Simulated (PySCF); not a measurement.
# Orbital picture of InC

B3LYP at R = 2.231 Å; In aug-cc-pVDZ-PP with ECP28, C aug-cc-pVDZ; scalar-relativistic core potentials (PySCF 2.14). State: ⁴Σ⁻ (quartet), unpaired electrons σ ↑, π ↑↑. Only the outer orbitals are listed, counted within each symmetry, core potentials removing the inner ones.

| spin | orbital | occ. | ε (eV) | on In (%) | main shells (%) |
| --- | --- | --- | --- | --- | --- |
| α | 5σ | 1 | -15.58 | 9 | 90 C s |
| α | 6σ | 1 | -9.45 | 72 | 71 In s, 19 C p, 9 C s |
| α | 3π | 1 | -6.11 | 13 | 87 C p, 12 In p |
| α | 3π | 1 | -6.11 | 13 | 87 C p, 12 In p |
| α | 7σ | 1 | -5.90 | 44 | 54 C p, 28 In p, 15 In s |
| α | 4π | 0 | -1.78 | 92 | 90 In p |
| α | 4π | 0 | -1.78 | 92 | 90 In p |
| α | 8σ | 0 | -0.11 | 97 | 85 In p |
| β | 5σ | 1 | -12.58 | 22 | 75 C s, 19 In s |
| β | 6σ | 1 | -8.15 | 78 | 72 In s, 20 C s |
| β | 3π | 0 | -2.72 | 68 | 68 In p, 31 C p |
| β | 3π | 0 | -2.72 | 68 | 68 In p, 31 C p |
| β | 7σ | 0 | -2.54 | 45 | 45 C p, 40 In p, 11 C s |

**Question.** Which are the highest filled and the lowest empty level, where do they sit, and how wide is the gap?

**Answer.** Highest filled α 7σ at -5.90 eV (in %: 54 C p, 28 In p, 15 In s); lowest empty β 3π at -2.72 eV (in %: 68 In p, 31 C p); the gap at B3LYP is 3.18 eV.

```json
{
  "bond order (Mayer)": "0.94",
  "⟨S²⟩": "3.755",
  "charge on In (Mulliken, basis-dependent)": "0.55",
  "charge on In (Löwdin, basis-dependent)": "0.53",
  "dipole moment (positive dipole means In(−)C(+))": "-2.94 D",
  "polarisability along the bond": "83.6 bohr³",
  "polarisability across the bond": "47.8 bohr³"
}
```

Spin–orbit coupling is left out. The state was picked by a PBE0 search and need not be the measured ground state.
